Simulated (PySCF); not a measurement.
Computed IR spectrum (relative IR intensity) of a molecule CH₁₂N₂Si₃. Geometry: PBE-D3(BJ)/def2-SVP. The values are those of a single conformer. Method: PySCF 2.14.0 with PBE-D3(BJ)/def2-SVP. Frequencies are harmonic and unscaled.

ν (cm⁻¹): 241 (w), 321 (vw), 397 (m), 601 (vw), 685 (vw), 694 (w), 747 (w), 783 (m), 849 (vs), 875 (vs), 892 (w), 898 (m), 902 (w), 915 (m), 926 (w), 932 (w), 964 (m), 970 (w), 1122 (m), 1147 (m), 1219 (w), 1380 (vw), 2127 (m), 2132 (m), 2139 (s), 2152 (w), 2157 (m), 2162 (m), 2172 (m), 3508 (w), 3527 (w) (against the strongest line: vs over 80 %, s over 45 %, m over 15 %, w over 4 %, vw less)

Question: Which molecule gave these data?
A. C[Si](N)(N)[SiH2][SiH3]
B. CN[SiH2][SiH2]N[SiH3]
C. C[SiH](N[SiH3])N[SiH3]
D. CN[SiH2][SiH2][SiH2]N

Answer: C, C[SiH](N[SiH3])N[SiH3]
